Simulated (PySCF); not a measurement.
## A parent and its derivatives

The calculation used TDDFT B3LYP/def2-SVPD, vertical, gas phase, core orbitals frozen in the response in PySCF 2.14.0, density-fitted response routines. Geometries: GFN2-xTB; one conformer of each isolated species. Triplets are in the Tamm–Dancoff approximation. 'Strongest' means the level of largest summed f among the lowest 8 singlets; it needn't be the same kind of state in each.

Parent: `CC[C@@H](C)P=C=O`, with lowest singlet excitation energy 2.94 eV, oscillator strength of the strongest level 0.13, lowest triplet energy 2.59 eV, HOMO energy -6.33 eV, LUMO energy -1.91 eV. Its spectrum: 422 nm (f 0.000); 255 nm (f 0.009); 218 nm (f 0.012); 208 nm (f 0.019); 195 nm (f 0.075).

(1) Order the derivatives by their lowest singlet excitation, lowest first, with the shift from the parent.
A. sBu replaced by cPr: `O=C=PC1CC1`
B. sBu replaced by COOCH3: `COC(=O)P=C=O`
C. sBu replaced by 3-thienyl: `O=C=Pc1ccsc1`

(1) C (shift -0.47 eV), A (shift -0.14 eV), B (shift +0.08 eV).

| change | SMILES | Δ S1 (eV) | Δ f (strongest) | Δ T1 (eV) | Δ HOMO (eV) | Δ LUMO (eV) |
| --- | --- | --- | --- | --- | --- | --- |
| sBu replaced by 3-thienyl | O=C=Pc1ccsc1 | -0.47 | -0.02 | -0.45 | +0.23 | -0.39 |
| sBu replaced by COOCH3 | COC(=O)P=C=O | +0.08 | +0.12 | +0.07 | -0.69 | -0.61 |
| sBu replaced by cPr | O=C=PC1CC1 | -0.14 | -0.05 | -0.14 | +0.03 | -0.12 |

S1 falls most with sBu replaced by 3-thienyl (-0.47 eV), and it rises most with sBu replaced by COOCH3 (+0.08 eV). S1 is simply the lowest singlet of each species and needn't be the same kind of state throughout.
